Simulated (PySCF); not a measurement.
Species: C₇H₅F₃P₂.
SMILES with atom numbers: `[CH2:1]=[CH:2][c:3]1[cH:4][cH:5][p:6][c:7]([C:8]([F:9])([F:10])[F:11])[p:12]1`

Structure used (GFN2-xTB), in Å, numbered top down from 1:
```xyz
17
C7H5F3P2 angstrom
C     -3.3662    0.4393    0.0743
C     -2.1496    0.7182    0.5335
C     -0.8777    0.1656    0.0854
C     -0.8192   -0.8145   -0.9026
C      0.3009   -1.4162   -1.4297
P      1.9741   -1.1651   -1.0407
C      1.8474    0.0441    0.2062
C      3.1700    0.4796    0.7465
F      3.7440    1.4473    0.0021
F      3.0835    0.9765    1.9927
F      4.0643   -0.5235    0.7938
P      0.4963    0.8657    0.9276
H     -4.2360    0.9196    0.4874
H     -3.5541   -0.2623   -0.7202
H     -2.0545    1.4445    1.3341
H     -1.7679   -1.1464   -1.3062
H      0.1377   -2.1606   -2.2004
```

NICS is the negative of the GIAO shielding at a point without a nucleus: at the ring centre (0) and 1 Å above and below it (1); zz is the component along the ring normal. Level: GIAO PBE0/pcSseg-1 (PySCF, non-relativistic, gas phase) on the GFN2-xTB geometry, one conformer.

Ring bond lengths (Å), with Mayer bond orders in brackets: C3–C4 1.393 (1.37), C4–C5 1.376 (1.52), C5–P6 1.736 (1.28), P6–C7 1.741 (1.26), C7–P12 1.738 (1.28), P12–C3 1.757 (1.24).

What do the NICS probes read (ppm)?

```tsv
ring	type	NICS(0)	NICS(1), two faces	NICS(1)zz, two faces	rms pucker (Å)	centre to ring atoms, mean (Å)
C3–C4–C5–P6–C7–P12	6-membered ring with 2 P; formal bonds all aromatic	-6.1	-9.6 / -9.4	-22.5 / -22.0	0.00	1.61
```

What do they say, and how far can they be read as aromaticity?

- C3–C4–C5–P6–C7–P12: mean NICS(1)zz -22.2 ppm, shielded.

And the bond-length index? HOMA = 1 − mean of α(R − Ropt)² over the ring bonds, with Krygowski's 1993 parameters (CC: Ropt 1.388 Å, α 257.7 Å⁻²; CP: Ropt 1.698 Å, α 118.91 Å⁻²).

- C3–C4–C5–P6–C7–P12: HOMA 0.83; the largest term is that of P12–C3, α(R − Ropt)² = 0.41.

What are the shieldings of the ring atoms and their hydrogens in the same run (means over atoms taken as equivalent)?

```csv
atoms,environment,σ isotropic (ppm),"principal values of the symmetric part, first atom (ppm)"
C3,substituted aromatic carbon,12.9,"-132.0, -10.5, 181.2"
C4,aromatic CH carbon,54.3,"-53.5, 30.3, 185.9"
C5,aromatic CH carbon,24.4,"-130.5, 25.5, 178.2"
P6,phosphorus bonded to 2 C,49.0,"-303.6, -80.6, 531.1"
C7,substituted aromatic carbon,-17.8,"-218.9, 7.5, 158.0"
P12,phosphorus bonded to 2 C,40.2,"-296.0, -68.8, 485.5"
H16,aromatic hydrogen,22.76,"16.8, 23.2, 28.2"
H17,aromatic hydrogen,22.26,"19.5, 20.4, 26.9"
```
